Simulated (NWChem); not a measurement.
System: CrNH2O2F; SMILES [NH2][Cr](=[O])([F])=[O]

```xyz
7

Cr     0.0819    -0.0251     0.0000
O      0.9336     0.0942     1.2701
O      0.9336     0.0942    -1.2701
F     -0.7499    -1.5159     0.0000
N     -1.0686     1.3073     0.0000
H     -1.3379     1.7940     0.8513
H     -1.3379     1.7940    -0.8513
```
Atoms are numbered in this order, from 1.

Results from NWChem. The geometry was optimised at PBE0/def2-SVP.

Task: Estimate the computed values for PBE0/3-21G. Quantities: highest occupied level (eV); orbital gap (eV); dipole (D).

Result: 
```
Property                     Result
---------------------------  ------
highest occupied level (eV)   -8.53
orbital gap (eV)               5.47
dipole (D)                     3.84
```
